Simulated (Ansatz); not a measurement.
A structure relaxed at PBE-D4/def2-SVP in Ansatz, charge 0, singlet:

```xyz
33

C     4.468    2.544    1.264
C     3.029    2.214    0.864
C     2.136    1.857    2.059
C     0.668    1.579    1.711
C     0.434    0.343    0.835
C    -1.046    0.044    0.581
C    -1.288   -1.181   -0.305
C    -2.771   -1.470   -0.553
C    -3.052   -2.734   -1.378
C    -2.398   -2.781   -2.758
Se   -2.948   -1.211   -3.852
H     4.950    1.685    1.777
H     4.506    3.405    1.964
H     5.093    2.800    0.385
H     3.033    1.376    0.133
H     2.582    3.080    0.324
H     2.564    0.971    2.582
H     2.181    2.689    2.797
H     0.234    2.472    1.206
H     0.091    1.460    2.655
H     0.912   -0.542    1.316
H     0.950    0.466   -0.143
H    -1.566   -0.096    1.556
H    -1.525    0.933    0.112
H    -0.772   -1.024   -1.279
H    -0.808   -2.074    0.157
H    -3.232   -0.588   -1.054
H    -3.297   -1.562    0.423
H    -2.695   -3.626   -0.814
H    -4.151   -2.861   -1.490
H    -1.293   -2.772   -2.683
H    -2.704   -3.694   -3.303
H    -2.285   -1.702   -5.088
```

Question: Give its formula, name or SMILES.

Answer: `CCCCCCCCCC[SeH]`.

Question: Summarise the bond lengths by kind (pairs closer than 1.2 times the sum of covalent radii, bridged metal pairs left out).

Answer: 9 × C–C 1.53 to 1.54 Å; 1 × C–Se 1.99 Å; 21 × C–H 1.11 Å; 1 × H–Se 1.49 Å.
